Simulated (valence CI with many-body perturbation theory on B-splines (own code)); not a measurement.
**Valence orbitals of Pb69+**

Method: valence CI with perturbative core correlation (CI+MBPT): three valence electrons over a frozen Dirac-Fock core [Ne], radial functions for each j: 11 s, 11 p, 10 d, 8 f, 5 g, 2 h, with the one-electron correlation potential Σ1, the two-electron term Σ2, the three-electron term Σ3, Breit, model QED; selected CI, second order for the rest, scaled by the run's own slope (own B-spline code, finite nucleus).

No measured spectrum was set against this ion. As an estimate, large intervals hold to a few tenths of a per cent, small ones and those within an open d or f shell to about a per cent.

These are the spectroscopic orbitals of the CI (the correlating ones are not listed), shaped by the core and the other valence electrons. h is the expectation value of the core's Dirac-Fock operator, without the valence repulsion; Σ1 is computed up to l = 3 at one energy for each symmetry, that of its lowest orbital but kept below the first core excitation, so for empty shells it is not the orbital's own correlation shift; Breit and QED include the response of the core.

```csv
Orbital,h (hartree),Σ1 (cm⁻¹),Breit (cm⁻¹),QED (cm⁻¹),⟨r⟩ (bohr)
3s1/2,-336.87,-7871,70574,61154,0.1607
4s1/2,-182.71,-2675,27342,24612,0.2979
5s1/2,-114.3,-1234,13031,12082,0.4788
6s1/2,-78.152,-675,7288,6812,0.7022
7s1/2,-56.772,-411,4484,4211,0.9685
8s1/2,-43.094,-269,2954,2783,1.277
3p1/2,-329.9,-10420,118953,6169,0.1503
4p1/2,-179.83,-3479,46158,2492,0.2895
5p1/2,-112.86,-1613,22184,1241,0.4717
6p1/2,-77.333,-885,12457,705,0.6966
7p1/2,-56.263,-539,7683,438,0.9644
8p1/2,-42.756,-353,5072,290,1.275
3p3/2,-307.23,-8322,61229,10298,0.1629
4p3/2,-170.55,-2942,24166,4207,0.3063
5p3/2,-108.2,-1396,13339,2112,0.4929
6p3/2,-74.672,-777,7562,1207,0.7221
7p3/2,-54.604,-477,4697,753,0.9943
8p3/2,-41.653,-315,3118,501,1.309
3d3/2,-299.31,-10637,53093,-1310,0.1386
4d3/2,-167.53,-3060,19467,-359,0.2841
5d3/2,-106.72,-1377,9296,-147,0.4723
6d3/2,-73.836,-750,5194,-74.7,0.7034
7d3/2,-54.086,-456,3200,-43.3,0.9772
3d5/2,-294.19,-8924,25417,1383,0.1424
4d5/2,-165.33,-2550,9124,738,0.2889
5d5/2,-105.59,-1151,4505,406,0.4781
6d5/2,-73.18,-629,2524,243,0.7102
7d5/2,-53.673,-383,1559,155,0.9851
4f5/2,-163.76,-2615,2065,-340,0.2503
5f5/2,-104.81,-1271,1412,-177,0.4407
6f5/2,-72.737,-716,869,-103,0.6738
7f5/2,-53.397,-443,578,-64.5,0.9498
4f7/2,-162.8,-2420,659,193,0.2527
5f7/2,-104.32,-1168,446,96.6,0.4434
6f7/2,-72.45,-656,263,55.8,0.6770
7f7/2,-53.216,-406,174,35.2,0.9535
5g7/2,-104.19,,50.7,-89.0,0.3886
6g7/2,-72.372,,49.9,-52.3,0.6224
7g7/2,-53.165,,38.6,-33.2,0.8993
5g9/2,-103.9,,11.9,67.8,0.3903
6g9/2,-72.205,,11.6,38.9,0.6244
7g9/2,-53.059,,8.6,24.4,0.9014
6h9/2,-72.194,,,,0.5538
6h11/2,-72.083,,,,0.5552
```

Among the shells of the start configuration 3s2 3p1, Σ1 is largest in size for 3p1/2, where it is 0.014 % of h.

Lowest root of each symmetry, sizes in configuration state functions:

```
   J  Parity  Roots  Reference  Variational  Second order  Change by selected CI (cm⁻¹)  Change by second order (cm⁻¹)
 1/2    even     17         93        10282          8317                         -6497                              0
 3/2    even     23        146        16456         19426                         -3978                              0
 5/2    even     21        149        18151         23576                         -5102                             -1
 7/2    even     12        108        16773         14942                         -6341                             -1
 9/2    even      8         68        13261         20225                         -5968                             -2
11/2    even      2         27         7363         14080                        -11310                             -3
 1/2     odd     17         93        10256          9266                         -6316                              0
 3/2     odd     25        149        17099         18828                         -5657                              0
 5/2     odd     20        148        17811         23056                         -5793                             -1
 7/2     odd     14        115        16203         21514                         -6280                             -1
 9/2     odd      7         66        12209         18873                         -3574                             -1
11/2     odd      3         31         8978         17358                         -8054                             -2
```
